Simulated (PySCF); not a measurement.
# Spinor energies of As³⁺ (arsenic, charge +3)

Start: [Ar] 3d10 4s2. Calculated with PySCF 2.14 in x2c-QZVPPall-2c (11s10p5d4f1g, 103 functions): generalised Hartree-Fock with the X2C-1e Hamiltonian and a Gaussian nucleus; one run each with spin-orbit coupling (SO) switched off, then screened by Boettger's factors.

| spinor shell | electrons | ε, spin-free (eV) | ε, screened SO (eV) | weight of nominal j (screened SO) | rms radius, screened SO (bohr) |
| --- | --- | --- | --- | --- | --- |
| 1s1/2 | 2 | -11980.3 | -11980.0 | 1.000 | 0.0524 |
| 2s1/2 | 2 | -1607.2 | -1607.2 | 1.000 | 0.219 |
| 2p1/2 | 2 | -1408.6 | -1433.8 | 1.000 | 0.194 |
| 2p3/2 | 4 | -1408.6 | -1396.5 | 1.000 | 0.197 |
| 3s1/2 | 2 | -259.92 | -259.91 | 1.000 | 0.638 |
| 3p1/2 | 2 | -196.01 | -199.67 | 1.000 | 0.660 |
| 3p3/2 | 4 | -196.01 | -194.25 | 1.000 | 0.670 |
| 3d3/2 | 4 | -90.904 | -91.387 | 1.000 | 0.739 |
| 3d5/2 | 6 | -90.904 | -90.579 | 1.000 | 0.744 |
| 4s1/2 | 2 | -48.091 | -48.091 | 1.000 | 1.90 |

```tsv
quantity	spin-free	screened SO
E (hartree)	-2257.01828	-2257.11684
M_J	0	0
⟨J²⟩	0.000	0.000
⟨L²⟩	0.000	0.002
⟨S²⟩	0.000	0.002
```

Without spin-orbit coupling the j labels of p, d and f shells carry no meaning; the spin-free column gives the mean over the occupied spinors of each nl shell.
